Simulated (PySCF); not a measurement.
CH$_{3}$NO$_{3}$Si (SMILES O=C=N[SiH](O)O), singlet, geometry from GFN2-xTB, atoms displaced at random by about 0.03 Å a coordinate; TPSS/6-31G, gradient (PySCF).

Input for PySCF:
```python
from pyscf import gto, scf, dft

mol = gto.Mole()
mol.atom = '''
    Si   -0.883231    0.036014    0.344404
    O    -1.569359   -1.113660   -0.493156
    O    -1.592396    1.394397   -0.042230
    N     0.776676    0.176933   -0.005868
    C     1.948619   -0.162863   -0.056491
    O     3.035617   -0.465890   -0.233861
    H    -0.985425   -0.415275    1.746855
    H    -1.896999   -0.956243   -1.365303
    H    -1.274873    2.208044    0.255198
'''
mol.basis = '6-31g'
mol.charge = 0
mol.spin = 0
mol.verbose = 4
mol.build()

mf = dft.RKS(mol)
mf.xc = 'tpss'
mf.conv_tol = 1e-4
mf.kernel()
g = mf.nuc_grad_method()
grad = g.kernel()
```

Output, abridged:

```
PySCF version 2.14.0

[INPUT] verbose = 4
[INPUT] num. atoms = 9
[INPUT] num. electrons = 54
[INPUT] charge = 0
[INPUT] spin (= nelec alpha-beta = 2S) = 0
[INPUT] symmetry False subgroup None
[INPUT] Mole.unit = angstrom
[INPUT] Symbol           X                Y                Z      unit          X                Y                Z       unit  Magmom
[INPUT]  1 Si    -0.883231000000   0.036014000000   0.344404000000 AA   -1.669064694726   0.068056596650   0.650829236205 Bohr   0.0
[INPUT]  2 O     -1.569359000000  -1.113660000000  -0.493156000000 AA   -2.965658701121  -2.104512395883  -0.931929776686 Bohr   0.0
[INPUT]  3 O     -1.592396000000   1.394397000000  -0.042230000000 AA   -3.009192321853   2.635028438915  -0.079803134240 Bohr   0.0
[INPUT]  4 N      0.776676000000   0.176933000000  -0.005868000000 AA    1.467704927523   0.334354912398  -0.011088912899 Bohr   0.0
[INPUT]  5 C      1.948619000000  -0.162863000000  -0.056491000000 AA    3.682356231124  -0.307766465825  -0.106752518503 Bohr   0.0
[INPUT]  6 O      3.035617000000  -0.465890000000  -0.233861000000 AA    5.736484749074  -0.880404504174  -0.441933241217 Bohr   0.0
[INPUT]  7 H     -0.985425000000  -0.415275000000   1.746855000000 AA   -1.862183366300  -0.784756016379   3.301077529327 Bohr   0.0
[INPUT]  8 H     -1.896999000000  -0.956243000000  -1.365303000000 AA   -3.584808568574  -1.807037378532  -2.580048747047 Bohr   0.0
[INPUT]  9 H     -1.274873000000   2.208044000000   0.255198000000 AA   -2.409160813603   4.172598430989   0.482254327537 Bohr   0.0

nuclear repulsion = 288.074570783162
number of shells = 38
number of NR pGTOs = 168
number of NR cGTOs = 64
basis = 6-31g
ecp = {}

******** <class 'pyscf.dft.rks.RKS'> ********
method = RKS
initial guess = minao
damping factor = 0
level_shift factor = 0
DIIS = <class 'pyscf.scf.diis.CDIIS'>
diis_start_cycle = 1
diis_space = 8
diis_damp = 0
SCF conv_tol = 0.0001
SCF conv_tol_grad = None
SCF max_cycles = 50
direct_scf = True
direct_scf_tol = 1e-13
XC library pyscf.dft.libxc version 7.1.2
    S. Lehtola, C. Steigemann, M. J. T. Oliveira, and M. A. L. Marques,  SoftwareX 7, 1–5 (2018)
XC functionals = tpss
    J. Tao, J. P. Perdew, V. N. Staroverov, and G. E. Scuseria,  Phys. Rev. Lett. 91, 146401 (2003)
    J. P. Perdew, J. Tao, V. N. Staroverov, and G. E. Scuseria,  J. Chem. Phys. 120, 6898 (2004)
    J. Tao, J. P. Perdew, V. N. Staroverov, and G. E. Scuseria,  Phys. Rev. Lett. 91, 146401 (2003)
    J. P. Perdew, J. Tao, V. N. Staroverov, and G. E. Scuseria,  J. Chem. Phys. 120, 6898 (2004)
radial grids:
    Treutler-Ahlrichs [JCP 102, 346 (1995); DOI:10.1063/1.469408] (M4) radial grids

becke partition: Becke, JCP 88, 2547 (1988); DOI:10.1063/1.454033
pruning grids: <function nwchem_prune>
grids dens level: 3
symmetrized grids: False
atomic radii adjust function: <function treutler_atomic_radii_adjust>
small_rho_cutoff = 0
Set gradient conv threshold to 0.01
Initial guess from minao.
tot grids = 118872
init E= -610.957242676477
  HOMO = -0.332132032654399  LUMO = -0.0395400160049098  gap/eV = 7.96183
cycle= 1 E= -609.443781376524  delta_E= 1.51  |g|= 1.34  |ddm|= 3.36
  HOMO = -0.102182845974195  LUMO = 0.0320617914859688  gap/eV = 3.65298
cycle= 2 E= -608.093564766584  delta_E= 1.35  |g|= 2.91  |ddm|= 3.57
  HOMO = -0.228107776225608  LUMO = 0.00552753297331376  gap/eV = 6.35754
cycle= 3 E= -609.634274889805  delta_E= -1.54  |g|= 0.838  |ddm|= 2.89
  HOMO = -0.262880144597827  LUMO = -0.00107783643061876  gap/eV = 7.12400
cycle= 4 E= -609.782727839048  delta_E= -0.148  |g|= 0.206  |ddm|= 0.789
  HOMO = -0.269073831061021  LUMO = -0.0155407988997291  gap/eV = 6.89899
cycle= 5 E= -609.792283177879  delta_E= -0.00956  |g|= 0.0577  |ddm|= 0.236
  HOMO = -0.266568997547108  LUMO = -0.010515527404944  gap/eV = 6.96757
cycle= 6 E= -609.793069138525  delta_E= -0.000786  |g|= 0.0218  |ddm|= 0.0668
  HOMO = -0.26516051680397  LUMO = -0.00951513543823146  gap/eV = 6.95647
cycle= 7 E= -609.793164341272  delta_E= -9.52e-05  |g|= 0.00658  |ddm|= 0.0221
  HOMO = -0.265876325422469  LUMO = -0.0100046114110668  gap/eV = 6.96262
Extra cycle  E= -609.793108216085  delta_E= 5.61e-05  |g|= 0.0179  |ddm|= 0.0209
converged SCF energy = -609.793108216085

******** <class 'pyscf.grad.rks.Gradients'> for <class 'pyscf.dft.rks.RKS'> ********
unit = Eh/Bohr
grid_response = False
--------------- RKS gradients ---------------
         x                y                z
0 Si    -0.0488381475     0.0326565269    -0.0809680343
1 O     0.0309580573     0.0636630565     0.0283388594
2 O     0.0515287707    -0.0358284261     0.0310302699
3 N    -0.0401502062    -0.0018805720    -0.0008756695
4 C     0.1306242147    -0.0351861724    -0.0059709611
5 O    -0.1277302657     0.0331944560     0.0137085352
6 H     0.0004753145    -0.0022161311    -0.0055041648
7 H     0.0144302494     0.0047051555     0.0316507873
8 H    -0.0113350786    -0.0591154200    -0.0113793516
----------------------------------------------
```
